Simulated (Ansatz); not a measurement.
Cost and result for the atomization energy of CH3FOSSi, SMILES `O[C@@H]1S[Si@H]1F` (8 atoms, 8 bonds).

Cartesian coordinates in Å:
```
O 0.247 -1.285 -1.084
C 0.472 -0.450 -0.018
S -0.808 -0.530 1.434
Si -0.523 1.078 0.181
F 0.164 2.401 0.731
H 0.518 -2.180 -0.855
H 1.468 -0.511 0.417
H -1.538 1.476 -0.806
```

The species carries charge 0 and has multiplicity 1. Geometry: relaxed with PBE0-D4/def2-TZVP. It is one conformer, not always the lowest. Program: Ansatz. All runs use 2 threads of an AMD EPYC 9B14 on a shared host. Times are those of one run each, without the atoms' runs, and a repeat can differ threefold. Electronic energies, without spin–orbit coupling; frozen cores. CCSD(T)/CBS adds CCSD(T) − MP2 in def2-TZVPP to the MP2 limit, and its time is that of the two runs behind it. T1 = 0.013. B3LYP takes the VWN-RPA correlation (the form of Gaussian; ORCA's B3LYP/G).

CCSD(T)/CBS is a level of theory with its own doubt, some kJ/mol a heavy atom from the limit and from the frozen cores, so smaller differences don't rank the functionals.

| level | functions | atomization (kcal/mol) | difference from CCSD(T)/CBS | per bond |
| --- | --- | --- | --- | --- |
| CCSD(T)/CBS(def2) | – | 714.2 | 0.0 | 0.0 |
| r2SCANh-D4/def2-TZVPP | 219 | 710.2 | -4.0 | -0.5 |
| B3LYP-D4/def2-TZVPP (with forces) | 219 | 706.7 | -7.5 | -0.9 |
| CCSD(T)/def2-TZVPP | 219 | 689.0 | -25.2 | -3.2 |
| r2SCAN-D4/def2-TZVPP (with forces) | 219 | 717.8 | 3.6 | 0.5 |
| BLYP-D4/def2-TZVPP | 219 | 711.0 | -3.2 | -0.4 |
| CAM-B3LYP-D4/def2-TZVPP | 219 | 710.5 | -3.7 | -0.5 |
| BHLYP-D4/def2-TZVPP | 219 | 677.1 | -37.1 | -4.6 |
| PBE0-D4/def2-TZVPP | 219 | 712.5 | -1.7 | -0.2 |
| PBE-D4/def2-TZVPP (with forces) | 219 | 733.5 | 19.3 | 2.4 |
| CCSD(T)/def2-SVP | 93 | 651.8 | -62.4 | -7.8 |
| MP2/def2-QZVPP | 401 | 728.4 | 14.2 | 1.8 |
| B2PLYP/def2-TZVPP | 219 | 701.4 | -12.8 | -1.6 |

(1) Order the runs by time, with rough figures. (Best estimate.)

Answers

(1) Computed: BLYP-D4/def2-TZVPP 2.1 s; PBE-D4/def2-TZVPP (with forces) 2.5 s; PBE0-D4/def2-TZVPP 3.1 s; BHLYP-D4/def2-TZVPP 3.2 s; CCSD(T)/def2-SVP 3.5 s; CAM-B3LYP-D4/def2-TZVPP 3.6 s; B3LYP-D4/def2-TZVPP (with forces) 4.4 s; r2SCAN-D4/def2-TZVPP (with forces) 4.5 s; r2SCANh-D4/def2-TZVPP 5 s; B2PLYP/def2-TZVPP 5.5 s; MP2/def2-QZVPP 17 s; CCSD(T)/def2-TZVPP 95 s; CCSD(T)/CBS(def2) 110 s.

From PBE to PBE0 (25 % exact exchange), in def2-TZVPP and without D4, the atomization energy moves by −20.3 kcal/mol: exact exchange takes away binding that semilocal exchange gives to molecules. In def2-TZVPP, CCSD(T) changes the Hartree–Fock value by +202.5 kcal/mol (the triples alone add +15.4 kcal/mol) and MP2 by +226.9 kcal/mol; breaking electron pairs costs correlation energy, which Hartree–Fock lacks. Leaving LDA and LC-ωPBE aside and taking each functional with its dispersion term where it has one, the values spread over 56.5 kcal/mol, from BHLYP-D4 to PBE-D4. LDA lies +109.1 kcal/mol from PBE without D4, its usual overbinding.
